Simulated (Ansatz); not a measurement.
Molecule: sum formula GeH$_{3}$Te$_{4}$ (charge -1, singlet). It need not be the lowest isomer of its formula. Whether it binds its extra electron was not tested at this geometry. 
Structure (B3LYP-D3(BJ)/def2-TZVP (Ansatz, a program for electronic structure) minimum search):
```xyz
8

Te     0.3000     2.1150    -1.7628
Ge     0.0335     0.2365    -0.1971
Te    -1.8224     0.3833     1.7003
Te    -0.5848    -2.1671    -1.1491
Te     2.0866    -0.4770     1.3333
H     -1.4501     1.9598     2.0927
H     -1.7380    -1.5743    -2.1964
H      3.1906    -0.3682     0.0892
```
Charge -1, spin multiplicity 1.

Total electronic energies in hartree. Cores are frozen in the correlated levels unless marked. No spin-orbit coupling. The frozen core is the preceding noble-gas configuration, with the filled d and f shells of earlier blocks. Past Kr the def2 sets carry scalar-relativistic core potentials. STO-3G rows are all-electron and non-relativistic. CBS(X,Y): correlation extrapolated as X^-3; Hartree-Fock from the larger set.

| level | program | energy (Eh) |
|---|---|---|
| HF/STO-3G | Ansatz | -28242.13740 |
| B3LYP/def2-TZVPD | Ansatz | -3151.51571 |
| PBE0-D4/def2-TZVPD | Ansatz + dftd4 | -3150.91652 |
| r2SCANh/def2-TZVPD | Ansatz | -3151.47739 |
| CAM-B3LYP-D4/def2-TZVPD | Ansatz + dftd4 | -3151.22632 |
| LC-wPBE/def2-TZVPD | Ansatz | -3150.96023 |
| B2GP-PLYP/def2-TZVPD | Ansatz | -3149.13416 |
| CCSD(T)/def2-QZVPP | Ansatz | -3146.17992 |
| CCSD(T)/CBS(def2-TZVPPD,def2-QZVPPD) | Ansatz | -3146.2289 |

Totals of different functionals don't rank their quality; only differences between species are comparable.
